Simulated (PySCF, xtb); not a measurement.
C2H7F2NSi, SMILES N[SiH2]CC(F)F.

GFN2-xTB (xtb) at its own geometry gives an orbital gap of 5.77 eV and a dipole moment of 3.81 D.

Coordinates come from a B3LYP-D3(BJ)/def2-SVP optimisation. This is a generated structure with no PubChem entry under its InChIKey; it may be hypothetical. Other conformers were not sampled.

Question: What does PBE/def2-TZVP run with PySCF give? (Estimate from the structure and the level; the computed values follow.)

Answer: gap 5.59 eV (levels -5.97 and -0.39 eV), dipole 3.31 D.
